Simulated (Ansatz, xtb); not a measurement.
C5H4Cl2: 4 structures ranked

4 gas-phase structures of C5H4Cl2, from a drawn sample of its isomers (lower ones may exist). Each was relaxed with GFN2-xTB:

A. `C#C[C@@]1(Cl)C[C@@H]1Cl`, a singlet
B. `ClC1=CCC(Cl)=C1`, a singlet
C. `C=CC#CC(Cl)Cl`, a singlet
D. `ClC(Cl)=C1C=CC1`, a singlet

**Question.** Which do you expect lowest at r2SCAN-D4/def2-SVP, and how would the others follow?

**Answer.** Calculated order at r2SCAN-D4/def2-SVP: B (0.0), D (31.2), C (44.8), A (51.8) kcal/mol.

Energies above the lowest of each column, in kcal/mol; the last columns are at PBE-D3(BJ)/def2-SVP geometries and were run for some of them only (a dash: not run or not comparable):

| structure | GFN2-xTB | HF/STO-3G | r2SCAN-D4/def2-SVP | PBE-D3(BJ)/def2-SVP | CCSD(T)/def2-SVP + ΔMP2/def2-TZVPP |
| --- | --- | --- | --- | --- | --- |
| B | 0.0 | 0.0 | 0.0 | 0.0 | 0.0 |
| D | 30.4 | 36.5 | 31.2 | 29.0 | 30.6 |
| C | 46.0 | 51.1 | 44.8 | 43.9 | 39.2 |
| A | 44.4 | 49.7 | 51.8 | – | – |

Every level run on B puts it lowest or level with the lowest. C keeps a small imaginary mode. Frequencies (GFN2-xTB) were run for B, C, D alone. ΔMP2 is the change of the MP2 energy from the smaller to the larger basis.

Over these structures GFN2-xTB departs from r2SCAN-D4/def2-SVP by 2.8 kcal/mol on average once a common shift is removed. A GFN2-xTB relaxation took about 0.1 s and the r2SCAN-D4/def2-SVP energy about 2.6 s on a shared host (Ansatz 0.2.0, xtb 6.7.1).
